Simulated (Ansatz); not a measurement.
System: SrCl2, charge 0, multiplicity 1. 
Geometry from a B3LYP-D3(BJ)/def2-TZVP (Ansatz, an electronic-structure program) optimisation:
```
Sr
Cl 1 2.6212
Cl 1 2.6212 2 143.83
```
Charge 0, spin multiplicity 1.

Parts of the frozen-core correlation energy in def2-TZVPPD (Ansatz, hartree). Frozen orbitals: 14; correlated occupied orbitals by spin: 8 and 8; virtual: 120 and 120. Spin-orbit coupling is left out. In def2 rows, elements after Kr have scalar-relativistic effective core potentials.

```
term                            value
-------------------------  ----------
reference (HF)             -949.57443
MP2 opposite-spin                   ?
MP2 same-spin                -0.10283
CCSD correlation                    ?
(T)                                 ?
T1 diagnostic                   0.006
largest doubles amplitude       0.014
```

Task: Some entries are withheld; supply them.

Result: 
- MP2 opposite-spin, value: -0.30383
- CCSD correlation, value: -0.43861
- (T), value: -0.01752
